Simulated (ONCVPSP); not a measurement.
## silver: excitation energies, all-electron against ONCV

ONCVPSP 4.0.1 input, shortened (lines: element, Z, core and valence counts, functional; n l f; lmax; l rc ep ncon nbas qcut; lloc lpopt rc5 dvloc0; l nproj debl; icmod fcfact rcfact), LDA (Perdew-Wang 92), scalar-relativistic:

```
  Ag 47.00    6    5  -001012      upf
    1    0    2.00
    2    0    2.00
    2    1    6.00
    3    0    2.00
    3    1    6.00
    3    2   10.00
    4    0    2.00
    4    1    6.00
    4    2   10.00
    5    0    0.75
    5    1    0.25
    2
    0    1.65    0.00    4    9    5.90
    1    1.80    0.00    5    8    7.30
    2    1.20    0.00    3    6    7.40
    4    1    0.90    4.00
    0    2    3.80
    1    2    2.90
    2    2    3.60
    0    0.00    0.00
```

Energies are relative to the spin-unpolarised reference configuration 4s2 4p6 4d10 5s0.75 5p0.25; without spin polarisation the order of configurations can differ from experiment. Not all tests gave a result: 1 of 4 tests not solved or not reliable.

```tsv
valence configuration	charge	ΔE all-electron (eV)	error AE − PS (meV)
4s2 4p6 4d10 5s1 5p0	0	-0.972	+0.1
4s2 4p6 4d10 5s0 5p0	+1	7.123	-1.6
4s2 4p5 4d10 5s1 5p0	+1	64.380	-81
```
